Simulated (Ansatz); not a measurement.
BMe3 (C₃H₉B), relaxed as a singlet with RKS PBE0-D4/def2-SVP in Ansatz, starting from the GFN2-xTB geometry. Force threshold 0.02 eV/Å.

Start:

```
atom    x (Å)    y (Å)    z (Å)
  B1   0.0052  -0.0099   0.0053
  C2   1.2269   0.0755  -0.9891
  C3  -1.2749  -0.8440  -0.3884
  C4   0.0533   0.7568   1.3836
  H5   0.9180   0.5432  -1.9240
  H6   1.5790  -0.9182  -1.2626
  H7   2.0763   0.6360  -0.6072
  H8  -2.1451  -0.1903  -0.4483
  H9  -1.5130  -1.5788   0.3799
 H10  -1.1944  -1.3701  -1.3366
 H11  -0.8231   0.6116   2.0102
 H12   0.1639   1.8280   1.2151
 H13   0.9278   0.4603   1.9620
```

(1) Estimate the energy that the relaxation releases and the steps that it takes.

(2) Does the start keep its bonding and symmetry?

(3) Predict the relaxed structure.

Results:

(1) 1.0 kcal/mol, in 3 steps; 7 s on 2 threads of Arm Neoverse V2 on a shared host. No frequencies were taken in this run, so the end may be a saddle point.

(2) By distances, no bond broke or formed. The bond that changes most is C2–H6, from 1.09 to 1.10 Å (atoms count from 1). Point group C3 at the start, C3 at the end, both within 0.05 Å.

(3) 
```xyz
13

B     0.005   -0.010    0.005
C     1.232    0.084   -0.976
C    -1.265   -0.847   -0.401
C     0.039    0.750    1.384
H     0.895    0.526   -1.932
H     1.579   -0.930   -1.244
H     2.092    0.665   -0.611
H    -2.145   -0.178   -0.421
H    -1.495   -1.587    0.386
H    -1.205   -1.369   -1.368
H    -0.851    0.627    2.020
H     0.189    1.829    1.199
H     0.929    0.438    1.959
```
Bond lengths: 3 × B–C 1.57 Å; 9 × C–H 1.10 to 1.11 Å.
